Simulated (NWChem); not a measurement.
System: C₃H₇O₂, doublet; SMILES CC(CO)[O]

The following NWChem deck was run.

```
start job
memory heap 200 mb stack 900 mb global 1100 mb
geometry units angstroms noautoz
  C      1.383824    -0.766458     0.100102
  C     -0.082884    -0.527337    -0.249448
  O     -0.883840    -1.586971     0.014243
  C     -0.646782     0.777568     0.315403
  O      0.109925     1.843059    -0.189329
  H      1.487154    -0.921134     1.185432
  H      1.759358    -1.661687    -0.414485
  H      1.986761     0.105685    -0.186410
  H     -0.147694    -0.431787    -1.365122
  H     -0.608503     0.722292     1.422681
  H     -1.713228     0.833563     0.024005
  H     -0.187014     2.658089     0.224803
end
basis spherical
  C library 6-31g*
  O library 6-31g*
  H library 6-31g*
end
dft
  odft
  mult 2
  xc pw6b95
  iterations 150
  mulliken
end
task dft energy
```

All runs use the structure optimised with PBE0/def2-SVP, spin-unrestricted. No frequency run checked for a minimum. No stability test was run on the SCF state.

Task: Predict the main results of this run. (PW6B95/6-31G* (spherical d), spin-unrestricted.) Quantities: energy (Ha); highest occupied level (eV); lowest empty minus highest occupied level, either spin (eV); dipole (D); <S²>.

Result: 
```yaml
energy (Ha): -269.20
highest occupied level (eV): -7.37
lowest empty minus highest occupied level, either spin (eV): 4.21
dipole (D): 2.05
"<S²>": 0.753
```
